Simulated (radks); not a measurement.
Problem. Radial electron density D(r) = 4 pi r^2 rho(r) of an atom or ion with 2 electrons. Calculated with a radial shooting solver on a logarithmic mesh with Libxc functionals: non-relativistic Kohn-Sham, LDA (Slater exchange, Perdew-Wang correlation), spin-polarised, spherical densities, point nucleus.

r (bohr)  D(r) (e/bohr)
0.01162         0.09918
0.01442          0.1477
0.01804          0.2214
0.02239          0.3237
0.02801          0.4735
0.03477          0.6727
0.04315          0.9371
0.05398           1.288
0.067             1.699
0.08382           2.175
0.104             2.636
0.1291            3.019
0.1615            3.234
0.2005            3.182
0.2508            2.840
0.3113            2.313
0.3863            1.764
0.4833            1.347
0.5998            1.152
0.7504            1.063
0.9314           0.9321
1.156            0.6867
1.446            0.3801
1.795            0.1528
2.245           0.03820
2.787          0.005935
3.459         0.0004889

What is the nuclear charge?

Solution. Z = 6. The innermost maximum, from 1s, lies near 1/Z = 0.167 bohr (found: 0.174), and its height grows with Z. The density is that of the carbon ion C4+ in 1s1 2p1; the configuration itself is not fixed sharply by these data. D(r) has 1 maximum, at r = 0.174 bohr.
